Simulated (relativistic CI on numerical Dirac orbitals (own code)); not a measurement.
## A ladder of approximations for the levels of P5+

Calculated with a relativistic CI code on KLI orbitals (one set per configuration, finite nucleus), adding one ingredient at a time: step 1, Dirac-Coulomb, each configuration alone; step 2, with Breit and QED terms; step 3, with configuration mixing; step 4, with scaled Slater integrals (0.9); step 5, with a P86 correlation estimate; step 6, tied to the ionisation limit. P86 is a density functional for the correlation energy, evaluated here for each configuration and added to its levels. Step 6 is semi-empirical: configurations made of the next ion and one excited electron move by 3027 cm⁻¹, so that their limit matches the tabulated ionisation energy, and those with a non-penetrating f or g electron also take the P86 value of the least penetrating other one.

Configurations in the expansion (outside the closed core 1s2): 2s²2p⁶, 2s²2p⁵3s, 2s²2p⁵3p, 2s²2p⁵3d, 2s²2p⁵4d, 2s²2p⁵4f, 2s²2p⁵5s, 2s²2p⁵5d, 2s²2p⁵6s, 2s²2p⁵6d, 2s²2p⁵7d, 2s²2p⁵4s, 2s²2p⁵4p, 2s2p⁶3s, 2s2p⁶3p.

Computed minus measured energy above the ground level, in cm⁻¹, for 14 of the 29 excited levels that pair in every step (one J of a term; a digit in brackets numbers repeated terms):

```
Configuration     Term  J  Measured  Step 1  Step 2  Step 3  Step 4  Step 5  Step 6
     2s²2p⁵3s      3P°  0   1097062   -7760   -8348   -9297   -8847    -462    2561
     2s²2p⁵3s      1P°  1   1103116   -7183   -7679   -8469   -8964    -579    2445
     2s²2p⁵3p       3S  1   1171426   -5635   -6024   -9832   -7450    1345    4349
     2s²2p⁵3p       3D  3   1185452   -8605   -8964   -8940   -8458     327    3354
     2s²2p⁵3p       3P  0   1197983   -8600   -9097   -9071   -9449    -663    2364
     2s²2p⁵3p       1S  0   1242588   10718   10315    3311   -3467    5326    8352
     2s²2p⁵3d      3P°  0   1305796   -8665   -9013  -10121   -9054    -206    2813
     2s²2p⁵3d      3F°  4   1310891   -9029   -9451   -9411   -9004    -160    2867
     2s²2p⁵4d  2[1/2]°  1   1516530  -11134  -11538  -11639  -11258   -2553     470
     2s²2p⁵4d  2[3/2]°  1   1523460  -10102  -10596  -10579  -10841   -2137     889
     2s²2p⁵4f   2[3/2]  1   1529334  -11848  -12242  -12172  -12098    -356     721
     2s²2p⁵4f   2[9/2]  5   1529982  -12055  -12456  -12402  -12368    -626     451
     2s²2p⁵4f   2[5/2]  3   1530271  -11942  -12343  -12280  -12279    -537     540
     2s²2p⁵4f   2[7/2]  3   1530877  -12072  -12472  -12418  -12469    -727     350
```

Mean absolute errors in cm⁻¹, over all paired levels and for the configurations:

```csv
"Configuration, levels",Step 1,Step 2,Step 3,Step 4,Step 5,Step 6
"all, 29",9962,10419,10468,10280,787,1924
"2s²2p⁵3s, 2",7471,8014,8883,8906,521,2503
"2s²2p⁵3p, 6",8413,8723,8183,7796,1396,4015
"2s²2p⁵3d, 6",8737,9170,9694,9027,181,2842
"2s²2p⁵4d, 3",9466,9980,10138,10419,1711,1312
"2s²2p⁵4f, 12",11889,12403,12345,12342,600,477
```

Measured levels: Martin, Zalubas and Musgrove, J. Phys. Chem. Ref. Data 14, 751 (1985).

The mean absolute error is lowest at step 5 (787 cm⁻¹), and the largest single drop is from step 4 to 5 (10280 to 787). Mixing lowers the ground level by 54; relative to it the configurations that move most are 2s²2p⁵3p by -1796, 2s²2p⁵3s by -869, 2s²2p⁵3d by -525. The P86 estimate moves 2s²2p⁵4f by +11742, 2s²2p⁵3d by +8846, 2s²2p⁵3p by +8788, and takes the mean absolute error of the excited configurations from 10280 to 787. Step 6 takes that error from 787 to 1924; it grows for 2s²2p⁵3s, 2s²2p⁵3p, 2s²2p⁵3d. The shift fits the limit, so it does little for low levels whose errors differ from those near the limit.
